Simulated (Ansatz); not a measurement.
# Reading a saddle point

A first-order saddle point of SnPH6Br, closed shell, PBE0-D4/def2-TZVP, with one imaginary mode of 604i cm⁻¹:

Sn1  (-0.765, 0.013, -1.096)
Br2  (2.571, 0.051, -0.635)
H3  (-0.295, -1.437, -1.820)
H4  (-2.463, -0.001, -0.819)
H5  (-0.320, 1.475, -1.813)
H6  (1.511, 0.579, 0.977)
P7  (0.141, 0.069, 1.266)
H8  (-0.751, 0.508, 2.281)
H9  (0.371, -1.258, 1.659)
(Å)

Program: Ansatz 0.2.0. Basis: def2-TZVPP and def2-QZVPP. Cores are frozen in the correlated methods. Filled d shells of the heavier atoms are correlated. Core potentials replace the inner electrons of the atoms past krypton. The def2 sets are not built for correlating such inner shells, so the correlated values are less sure here. Extrapolation: Hartree–Fock as exp(−7.88 √X), correlation as X^−2.97.

Problem. Which contacts change along the imaginary mode, and what lies on either side? (A judgement: the text doesn't fix the answer.)

Solution. The calculation gives: The step is SnH₃Br ([Br][SnH3]) + PH₃ → SnPH₅ ([PH2][SnH3]) + HBr, with the molecules in contact on both sides. Shortening one way: Sn1–P7, Br2–H6; lengthening the same way: Sn1–Br2, H6–P7.
```csv
pair,one side (Å),saddle (Å),other side (Å)
Sn1–P7,3.83,2.53,2.51
Br2–H6,3.70,2.00,1.45
Sn1–Br2,2.49,3.37,5.68
H6–P7,1.42,1.49,2.37
```

Problem. Which side is lower, and how far does the saddle lie above each? (Judge from chemistry; the value comes from the calculation.)

Solution. Computed: The side with Sn1–Br2, H6–P7 short is lower by 16.74 kcal/mol; the saddle lies 32.63 kcal/mol above it and 15.89 kcal/mol above the other (CCSD(T) at an estimated basis limit (MP2 extrapolated from triple and quadruple zeta, plus CCSD(T) − MP2 in triple zeta); electronic energies).

T1 diagnostic: at most 0.013.

Labels in which every atom is bracketed show which atoms are joined, not bond orders.

For scale, one of the runs: CCSD(T)/def2-TZVPP, 224 basis functions, launched by `ansatz run in.yaml --threads 8 --pin off --events-out ev --progress --plain --max-ram 19148MiB`. The run took 40 s on 8 CPU threads of an Intel Xeon 6975P-C (shared host), with 4.2 GiB of host memory at its peak.
